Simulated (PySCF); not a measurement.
C6H11ClOSi.
Atom-mapped SMILES: `[CH2:1]=[CH:2][C@@H:3]1[CH2:4][Si@@H:5]([Cl:6])[CH2:7][CH2:8][O:9]1`

Structure used (PBE0-D3(BJ)/def2-SVP), in Å, numbered top down from 1:
```xyz
20
C6H11ClOSi angstrom
C      3.2519    0.2607    0.1387
C      2.1614   -0.2411   -0.4378
C      0.7578    0.0969   -0.0411
C      0.1045   -1.0593    0.7398
Si    -1.6887   -0.6388    1.0808
Cl    -1.7252    0.8098    2.5801
C     -2.2848    0.1585   -0.5057
C     -1.1743    1.0600   -1.0535
O      0.0462    0.3873   -1.2259
H      4.2540   -0.0486   -0.1691
H      3.1841    1.0001    0.9436
H      2.2435   -0.9755   -1.2484
H      0.7765    0.9945    0.6113
H      0.6621   -1.2578    1.6682
H      0.1458   -1.9758    0.1248
H     -2.5152   -1.7878    1.5458
H     -3.2109    0.7337   -0.3461
H     -2.5094   -0.6373   -1.2370
H     -1.0394    1.9342   -0.3845
H     -1.4486    1.4501   -2.0457
```

NICS = −σ at a ghost point: NICS(0) at the centroid of the ring atoms, NICS(1) 1 Å to either side along the normal of their mean plane, zz for the tensor component along that normal. Level: GIAO PBE/pcSseg-1 (PySCF, non-relativistic, gas phase) on the PBE0-D3(BJ)/def2-SVP geometry, one conformer.

Ring bond lengths (Å): C3–C4 1.541, C4–Si5 1.873, Si5–C7 1.873, C7–C8 1.532, C8–O9 1.404, O9–C3 1.412.

**Question.** What do the NICS probes read (ppm)?

**Answer.** 
```csv
ring,type,NICS(0),"NICS(1), two faces","NICS(1)zz, two faces",rms pucker (Å),"centre to ring atoms, mean (Å)"
C3–C4–Si5–C7–C8–O9,6-membered ring with O and Si; formal bonds all single,-1.4,-1.9 / -1.2,2.9 / 3.4,0.24,1.54
```

**Question.** What do they say, and how far can they be read as aromaticity?

**Answer.** 
- C3–C4–Si5–C7–C8–O9: mean NICS(1)zz 3.2 ppm, deshielded. C3, C4, Si5, C7, C8 have four or more neighbours, and the NICS criterion for π rings isn't applied.

**Question.** Give the inner angles of the rings.

**Answer.** 
- C3–C4–Si5–C7–C8–O9: C3 111.5°, C4 109.3°, Si5 104.2°, C7 108.8°, C8 113.1°, O9 115.7°; sum 662.6° against 720° for a flat convex ring.

**Question.** What are the shieldings of the ring atoms and their hydrogens in the same run (means over atoms taken as equivalent)?

**Answer.** 
| atoms | environment | σ isotropic (ppm) | principal values of the symmetric part, first atom (ppm) |
| --- | --- | --- | --- |
| C3 | sp3 carbon bound to oxygen | 96.2 | 66.6, 85.5, 136.3 |
| C4 | sp3 carbon bound to silicon | 153.3 | 139.5, 156.9, 163.6 |
| Si5 | chlorine-bound silicon | 323.6 | 266.4, 327.4, 377.0 |
| C7 | sp3 carbon bound to silicon | 161.4 | 148.0, 161.5, 174.7 |
| C8 | sp3 carbon bound to oxygen | 111.1 | 80.1, 88.3, 164.8 |
| O9 | cyclic ether oxygen | 247.7 | 204.4, 238.6, 300.1 |
| H13 | methine hydrogen | 27.29 | 24.5, 26.7, 30.7 |
| H14 | methylene hydrogen | 30.41 | 26.9, 29.0, 35.3 |
| H15 | methylene hydrogen | 30.32 | 27.4, 28.6, 34.9 |
| H16 | Si–H hydrogen | 25.70 | 21.5, 23.9, 31.7 |
| H17 | methylene hydrogen | 30.54 | 26.6, 28.3, 36.7 |
| H18 | methylene hydrogen | 30.21 | 26.7, 27.8, 36.2 |
| H19 | methylene hydrogen | 27.34 | 23.4, 27.5, 31.1 |
| H20 | methylene hydrogen | 26.86 | 21.4, 26.5, 32.6 |

The list is cut; further classes of hydrogen are left out.

**Question.** How do the values depend on the level or the medium?

**Answer.** 
```
             level  NICS(0), C3–C4–Si5–C7–C8–O9  mean NICS(1)zz, C3–C4–Si5–C7–C8–O9
 PBE/pcSseg-1, gas                         -1.4                                 3.2
PBE0/pcSseg-1, gas                         -1.7                                 3.0
```

The geometry is the same throughout.
